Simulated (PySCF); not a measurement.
A calculated (UHF, PySCF 2.14, jorge-DZP-DKH, scalar relativity by spin-free X2C-1e) atom or ion has these occupied shells.

| shell | electrons | orbital energy (eV) | rms radius, mean of both spins (bohr) |
| --- | --- | --- | --- |
| 1s α | 1 | -67.705 | 0.668 |
| 1s β | 1 | -67.228 | 0.668 |
| 2s α | 1 | -5.333 | 4.21 |

(1) Name the element and its charge.

## Answers

(1) Li (lithium, neutral), in [He] 2s1, 2S determinant.
